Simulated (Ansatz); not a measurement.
Saddle point of GeH₆SO, singlet (GeH₄S ([SH][GeH3]) + H₂O → GeH₄O ([OH][GeH3]) + H₂S; bonds formed: Ge1–O7, S2–H6; bonds broken: Ge1–S2, H6–O7), PBE0-D4/def2-TZVP structure:

| atom | x (Å) | y (Å) | z (Å) |
| --- | --- | --- | --- |
| Ge1 | -0.6114 | 0.7680 | -0.1024 |
| S2 | 0.0800 | -1.3111 | 1.5237 |
| H3 | -0.6235 | 1.5941 | -1.4272 |
| H4 | 0.2098 | 1.6089 | 0.8803 |
| H5 | -2.0597 | 0.4191 | 0.2239 |
| H6 | 0.5016 | -1.2514 | -0.2399 |
| O7 | 0.2712 | -0.6848 | -1.1264 |
| H8 | 1.2026 | -0.7033 | 1.9393 |
| H9 | 1.0295 | -0.4396 | -1.6713 |

Energies are electronic, without zero-point energy. Barriers and step energies count from the start structure reached by relaxing down the imaginary mode; all methods use the PBE0-D4 structures, on which another method's saddle can fall below an end. Program: Ansatz 0.2.0. Basis: def2-TZVPP, with def2-QZVPP for the basis limit. Cores are frozen in the correlated methods. Filled d shells of the heavier atoms are correlated. The def2 sets are not built for correlating such inner shells, so the correlated values are less sure here. B3LYP uses VWN-RPA correlation. Extrapolation: Hartree–Fock as exp(−7.88 √X), correlation as X^−2.97.

| method | barrier (eV) | step energy (eV) |
| --- | --- | --- |
| SPW92 | 0.905 | 0.333 |
| PBE-D4 | 1.170 | 0.342 |
| BLYP-D4 | 1.251 | 0.250 |
| r2SCAN-D4 | 1.249 | 0.290 |
| B97M-V | 1.363 | 0.235 |
| PBE0-D4 | 1.315 | 0.350 |
| B3LYP-D4 | ? | 0.261 |
| r2SCAN0-D4 | 1.356 | 0.313 |
| BHLYP-D4 | 1.511 | 0.253 |
| CAM-B3LYP-D4 | ? | 0.209 |
| wB97X-V | 1.430 | 0.244 |
| wB97M-V | 1.384 | 0.278 |
| B2PLYP | ? | 0.234 |
| PBE-QIDH | 1.410 | 0.311 |
| RPA on PBE | 1.461 | 0.205 |
| HF | 1.860 | 0.168 |
| MP2 | 1.428 | 0.271 |
| CCSD | 1.555 | 0.237 |
| CCSD(T) | 1.468 | 0.249 |

**Question.** Fill in the withheld barriers. (An estimate is asked for; the value comes from the calculation.)

**Answer.** Computed: B2PLYP 1.416; B3LYP-D4 1.363; CAM-B3LYP-D4 1.399 eV. Each is the energy of the saddle less that of the start structure, by the same method.

For comparison, the barrier by CCSD(T) at an estimated basis limit (MP2 extrapolated from triple and quadruple zeta, plus CCSD(T) − MP2 in triple zeta) is 1.484 eV.

No T1 diagnostic of these runs exceeds 0.013.

Labels in which every atom is bracketed show which atoms are joined, not bond orders.

For scale, one of the runs: CCSD(T)/def2-TZVPP, 205 basis functions (an equivalent command: `ansatz run in.yaml --threads 4`). Time: 110 s of wall clock on 4 CPU threads; the host was shared. Peak host memory: 2.6 GiB.
